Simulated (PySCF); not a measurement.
Input of a run (PBE0-D3(BJ)/def2-SVP geometry optimisation, gas phase (PySCF 2.14.0)), started from GFN2-xTB:
```
{"job": {"xc": "PBE0", "basis": "def2-SVP", "d3": "d3bj", "grid": 1, "kind": "geom"}, "charge": 0, "multiplicity": 1}
C      2.332653    -0.836105     0.666820
N      3.605675    -0.574576     0.569305
S      3.880283     0.631680    -0.490825
C      2.215041     0.854039    -0.852944
C      1.459722    -0.042378    -0.131111
N      0.105908    -0.199167    -0.194063
C     -0.643109    -0.836580     0.873941
C     -2.011921    -0.154445     0.841930
C     -2.138567     0.283651    -0.615772
C     -0.716386     0.721950    -0.949121
H      2.021840    -1.628275     1.325243
H      1.905997     1.594444    -1.559343
H     -0.737243    -1.911186     0.669531
H     -0.145171    -0.712835     1.840433
H     -2.011262     0.720173     1.494199
H     -2.812642    -0.820848     1.155072
H     -2.420584    -0.566429    -1.237594
H     -2.864302     1.081342    -0.757832
H     -0.542431     1.762530    -0.634972
H     -0.488650     0.643693    -2.015934
```

Output (energies in Eh, forces in Eh/bohr):
```
step   0  E = -779.47160651  max force = 0.012203
step   1  E = -779.47412993  max force = 0.002365
step   2  E = -779.47419506  max force = 0.001856
step   3  E = -779.47424347  max force = 0.001297
step   4  E = -779.47425817  max force = 0.001118
step   5  E = -779.47427161  max force = 0.000794
step   6  E = -779.47428122  max force = 0.000631
step   7  E = -779.47430131  max force = 0.000649
step   8  E = -779.47432558  max force = 0.000483
step   9  E = -779.47433697  max force = 0.000202
optimisation converged
```

Summarise the run.

The energy falls by 7.2 kJ/mol over 10 energy and gradient evaluations, the largest force component goes from 0.0122 to 2.0e-04 Eh/bohr, and the atoms move by 0.122 Å rms after alignment. The bond that changes most is N2–S3 (pyridine-type nitrogen to ring sulfur), which lengthens by 0.021 Å. Bonds longer at the end by more than 0.005 Å: 14 of 21; shorter: 0. Among the dihedrals that turn most is C5–N6–C7–H13, from -92° to -74°. The energy never rose by more than 1e-6 Eh on the way. The first step brought 92 % of the lowering.

What are the final bond lengths?

C1–N2 1.310 Å, N2–S3 1.650 Å, S3–C4 1.715 Å, C4–C5 1.386 Å, C5–N6 1.364 Å, N6–C7 1.447 Å, C7–C8 1.527 Å, C8–C9 1.527 Å, C9–C10 1.525 Å, C1–C5 1.438 Å, N6–C10 1.443 Å, C1–H11 1.093 Å, C4–H12 1.088 Å, C7–H13 1.109 Å, C7–H14 1.104 Å, C8–H15 1.102 Å, C8–H16 1.099 Å, C9–H17 1.102 Å, C9–H18 1.099 Å, C10–H19 1.110 Å, C10–H20 1.105 Å. Numbering counts from 1 in the input's order; the species is `C1=NSC=C1N1CCCC1`.

The run used 194 basis functions and 70 SCF cycles in all. Rough CPU time on one thread of a shared machine: about 4 min.

Not checked by PBE0-D3(BJ)/def2-SVP frequencies. The numbers are those of one conformer.
